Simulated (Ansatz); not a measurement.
`[AlH2][O]C[SiH2][SiH3]` + `[NH2][AlH][SeH]` → `[SiH3][NH][AlH][SeH]` + `[AlH2][O]C[SiH3]`  (cleavage of the Si–Si bond)

Program: Ansatz. Geometries: PBE0-D4/def2-TZVP. ΔE: electronic, gas phase. CCSD(T)/CBS adds triple-zeta CCSD(T) − MP2 to the extrapolated MP2 energy (def2 sets, frozen cores). DFT in def2-TZVPP. For Se outer-core shells are correlated without core-valence functions, which leaves a few kJ/mol of doubt a bond. Scalar relativity is left out up to krypton. Each species was taken in one conformer, which may not be the lowest.

Is it downhill or uphill in electronic energy at CCSD(T)/CBS, and by how much? (Best estimate.)

The calculation gave: Downhill: ΔE = -53.7 kJ/mol.

What do these levels give: B2PLYP, HF/def2-TZVPP, SCS-MP2/def2-TZVPP, CCSD/def2-TZVPP, HF/CBS(def2), CCSD/CBS(def2)? (Best estimate.)

The calculation gave: B2PLYP -54.9, HF/def2-TZVPP -67.5, SCS-MP2/def2-TZVPP -64.3, CCSD/def2-TZVPP -55.8, HF/CBS(def2) -69.1, CCSD/CBS(def2) -55.1 kJ/mol.

Largest T1 diagnostic among the species: 0.014.

From PBE to PBE0 (25 % exact exchange), in def2-TZVPP and without D4, ΔE moves by −6.5 kJ/mol. In def2-TZVPP, CCSD(T) changes the Hartree–Fock value by +13.1 kJ/mol (the triples alone add +1.5 kJ/mol) and MP2 by +5.5 kJ/mol.
